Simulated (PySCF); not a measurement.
FIn, singlet, geometry from GFN2-xTB (such geometries of metal compounds can be far from the true shape) (all electrons, no relativity); PBE/3-21G in PySCF.

Here is a job for PySCF.
```python
from pyscf import gto, scf, dft

mol = gto.Mole()
mol.atom = '''
    In   -0.000000   -0.000000   -0.314215
    F     0.000000    0.000000    1.710724
'''
mol.basis = '3-21g'
mol.charge = 0
mol.spin = 0
mol.verbose = 4
mol.build()

mf = dft.RKS(mol)
mf.xc = 'pbe'
mf.diis = False
mf.damp = 0.3
mf.diis_start_cycle = 200
mf.max_cycle = 150
mf.kernel()
mf.analyze()
```

The log (banner, timings and long lists left out):

```
PySCF version 2.14.0

[INPUT] verbose = 4
[INPUT] num. atoms = 2
[INPUT] num. electrons = 58
[INPUT] charge = 0
[INPUT] spin (= nelec alpha-beta = 2S) = 0
[INPUT] symmetry False subgroup None
[INPUT] Mole.unit = angstrom
[INPUT] Symbol           X                Y                Z      unit          X                Y                Z       unit  Magmom
[...]
nuclear repulsion = 115.246508668024
number of shells = 18
number of NR pGTOs = 96
number of NR cGTOs = 40
basis = 3-21g
ecp = {}

******** <class 'pyscf.dft.rks.RKS'> ********
method = RKS
initial guess = minao
damping factor = 0.3
level_shift factor = 0
DIIS disabled
SCF conv_tol = 1e-09
SCF conv_tol_grad = None
SCF max_cycles = 150
direct_scf = True
direct_scf_tol = 1e-13
XC library pyscf.dft.libxc version 7.1.2
    S. Lehtola, C. Steigemann, M. J. T. Oliveira, and M. A. L. Marques,  SoftwareX 7, 1–5 (2018)
XC functionals = pbe
    J. P. Perdew, K. Burke, and M. Ernzerhof,  Phys. Rev. Lett. 77, 3865 (1996)
    J. P. Perdew, K. Burke, and M. Ernzerhof,  Phys. Rev. Lett. 78, 1396 (1997)
    J. P. Perdew, K. Burke, and M. Ernzerhof,  Phys. Rev. Lett. 77, 3865 (1996)
    J. P. Perdew, K. Burke, and M. Ernzerhof,  Phys. Rev. Lett. 78, 1396 (1997)
radial grids:
    Treutler-Ahlrichs [JCP 102, 346 (1995); DOI:10.1063/1.469408] (M4) radial grids

becke partition: Becke, JCP 88, 2547 (1988); DOI:10.1063/1.454033
pruning grids: <function nwchem_prune>
grids dens level: 3
symmetrized grids: False
atomic radii adjust function: <function treutler_atomic_radii_adjust>
small_rho_cutoff = 0
Set gradient conv threshold to 3.16228e-05
Initial guess from minao.
tot grids = 36136
init E= -5804.22145146691
[...]
cycle= 1 E= -5815.7983174569  delta_E= -11.6  |g|= 0.775  |ddm|= 1.09
[...]
cycle= 2 E= -5813.51943104105  delta_E= 2.28  |g|= 3.41  |ddm|= 2.34
[...]
cycle= 3 E= -5814.14383375308  delta_E= -0.624  |g|=  3.3  |ddm|= 3.47
[...]
cycle= 4 E= -5807.67439133172  delta_E= 6.47  |g|= 4.03  |ddm|= 4.33
[...]
cycle= 5 E= -5812.03990635342  delta_E= -4.37  |g|= 4.92  |ddm|=  4.9
[...]
cycle= 6 E= -5807.52407408787  delta_E= 4.52  |g|= 4.12  |ddm|= 4.95
[...]
cycle= 7 E= -5812.09442778286  delta_E= -4.57  |g|= 4.88  |ddm|= 4.99
[...]
cycle= 8 E= -5807.60665443901  delta_E= 4.49  |g|= 4.14  |ddm|= 4.99
[...]
cycle= 9 E= -5812.12089943234  delta_E= -4.51  |g|= 4.87  |ddm|= 4.98
[...]
cycle= 10 E= -5807.61286240277  delta_E= 4.51  |g|= 4.14  |ddm|= 4.98
[...]
[...]
[...]
cycle= 129 E= -5812.12202556163  delta_E= -4.51  |g|= 4.87  |ddm|= 4.98
[...]
cycle= 130 E= -5807.61274406707  delta_E= 4.51  |g|= 4.14  |ddm|= 4.98
[...]
cycle= 131 E= -5812.12202556163  delta_E= -4.51  |g|= 4.87  |ddm|= 4.98
[...]
cycle= 132 E= -5807.61274406707  delta_E= 4.51  |g|= 4.14  |ddm|= 4.98
[...]
cycle= 133 E= -5812.12202556163  delta_E= -4.51  |g|= 4.87  |ddm|= 4.98
[...]
cycle= 134 E= -5807.61274406707  delta_E= 4.51  |g|= 4.14  |ddm|= 4.98
[...]
cycle= 135 E= -5812.12202556163  delta_E= -4.51  |g|= 4.87  |ddm|= 4.98
[...]
cycle= 136 E= -5807.61274406707  delta_E= 4.51  |g|= 4.14  |ddm|= 4.98
[...]
cycle= 137 E= -5812.12202556163  delta_E= -4.51  |g|= 4.87  |ddm|= 4.98
[...]
cycle= 138 E= -5807.61274406707  delta_E= 4.51  |g|= 4.14  |ddm|= 4.98
[...]
cycle= 139 E= -5812.12202556163  delta_E= -4.51  |g|= 4.87  |ddm|= 4.98
[...]
cycle= 140 E= -5807.61274406708  delta_E= 4.51  |g|= 4.14  |ddm|= 4.98
[...]
cycle= 141 E= -5812.12202556163  delta_E= -4.51  |g|= 4.87  |ddm|= 4.98
[...]
cycle= 142 E= -5807.61274406707  delta_E= 4.51  |g|= 4.14  |ddm|= 4.98
[...]
cycle= 143 E= -5812.12202556163  delta_E= -4.51  |g|= 4.87  |ddm|= 4.98
[...]
cycle= 144 E= -5807.61274406707  delta_E= 4.51  |g|= 4.14  |ddm|= 4.98
[...]
cycle= 145 E= -5812.12202556163  delta_E= -4.51  |g|= 4.87  |ddm|= 4.98
[...]
cycle= 146 E= -5807.61274406708  delta_E= 4.51  |g|= 4.14  |ddm|= 4.98
[...]
cycle= 147 E= -5812.12202556163  delta_E= -4.51  |g|= 4.87  |ddm|= 4.98
[...]
cycle= 148 E= -5807.61274406707  delta_E= 4.51  |g|= 4.14  |ddm|= 4.98
[...]
cycle= 149 E= -5812.12202556163  delta_E= -4.51  |g|= 4.87  |ddm|= 4.98
[...]
cycle= 150 E= -5807.61274406707  delta_E= 4.51  |g|= 4.14  |ddm|= 4.98
SCF not converged.
SCF energy = -5807.61274406707
**** SCF Summaries ****
Total Energy =                       -5807.612744067074345
Nuclear Repulsion Energy =             115.246508668024092
One-electron Energy =                -8257.730460796228726
Two-electron Energy =                 2334.871208061130346
Two-electron Coulomb Energy =         2498.741792287937642
DFT Exchange-Correlation Energy =     -163.870584226807381
HOMO-LUMO gap [eV] =                     3.456964850919328
**** MO energy ****
[...]
 ** Mulliken pop on meta-lowdin orthogonal AOs  **
 ** Mulliken pop  **
[...]
 ** Mulliken atomic charges  **
charge of    0In =     -4.38827
charge of    1F =      4.38827
Dipole moment(X, Y, Z, Debye):  0.00000,  0.00000, 45.67392
```

Convergence was not reached.
